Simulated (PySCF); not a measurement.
**Electronic structure of Ti (titanium, neutral) at the UHF level**

Configuration: [Ar] 3d2 4s1 5s1, high-spin 5F determinant (an excited configuration). Calculation: PySCF 2.14, in x2c-QZVPPall with one added diffuse shell each of s, p, d, f, g type (12s8p6d4f3g, 121 functions); scalar relativity by spin-free X2C-1e.

```
Total energy                        : -852.637921 hartree
One-electron energy                 : -1165.5697 hartree
Hartree (Coulomb) energy            : 354.2915 hartree
Exchange energy                     : -41.3596 hartree
⟨S²⟩                                : 6.0028
⟨L²⟩                                : 12.041
Sum of ⟨r⟩                          : 26.53 bohr
Sum of ⟨r²⟩                         : 123.5 bohr²
Langevin diamagnetic susceptibility : -97.8 ×10⁻⁶ cm³/mol
```

| shell | electrons | mean orbital energy (hartree) | rms radius, mean of both spins (bohr) |
| --- | --- | --- | --- |
| 1s α | 1 | -184.54436 | 0.0804 |
| 1s β | 1 | -184.54163 | 0.0804 |
| 2s α | 1 | -21.80678 | 0.350 |
| 2s β | 1 | -21.76884 | 0.350 |
| 2p α | 3 | -17.97319 | 0.320 |
| 2p β | 3 | -17.93865 | 0.320 |
| 3s α | 1 | -3.11209 | 1.08 |
| 3s β | 1 | -2.97100 | 1.08 |
| 3p α | 3 | -2.01789 | 1.18 |
| 3p β | 3 | -1.85418 | 1.18 |
| 3d α | 2 | -0.58243 | 1.64 |
| 4s α | 1 | -0.36411 | 3.48 |
| 5s α | 1 | -0.08067 | 9.72 |

The outer electron is Rydberg-like, and this basis confines it to a smaller radius and binds it less than a complete one would.

Densities and radii are taken from the X2C orbitals without a picture-change correction, which distorts them close to the nucleus.

Spin-orbit constants ζ (cm⁻¹) from the X2C one-electron operator on these orbitals: bare nucleus, nucleus screened by l(l+1)(2l+1)/3 electrons, and screened by the Breit-Pauli mean field of the electrons.

```tsv
shell	bare	screened nucleus	mean field
2p	33280	30250	n/a
3p	3582	3257	n/a
3d	258.4	140.9	n/a
```

To first order the Landé constant is A = 35.23 cm⁻¹, so the lowest level has J = 1 and lies 0.0349 eV below the centre of the term. This holds in LS coupling only.
